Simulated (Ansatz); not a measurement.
Mulliken charges of ClIn, SMILES `[Cl][In]` from ωB97M-V/def2-TZVPP in Ansatz (PBE0-D4/def2-TZVP geometry).

```csv
atom,x (Å),y (Å),z (Å),charge (e)
Cl1,0.000,0.000,-0.014,-0.440
In2,0.000,0.000,2.400,0.440
```

Q: By hand: the dipole of these point charges (1 e Å = 4.8032 D).

A: Σ q r = (0.000, 0.000, 1.062) e Å, of length 1.062 e Å = 5.10 D.

Q: How does the dipole of the full density compare? (Best estimate.)

A: Computed: (0.000, 0.000, 0.723) e Å, 3.47 D; the point charges give 1.47 times that, at 0° from its direction.

Point charges leave out the atoms' own dipoles, such as those of lone pairs, and Mulliken's split depends on the basis, so the two needn't agree.
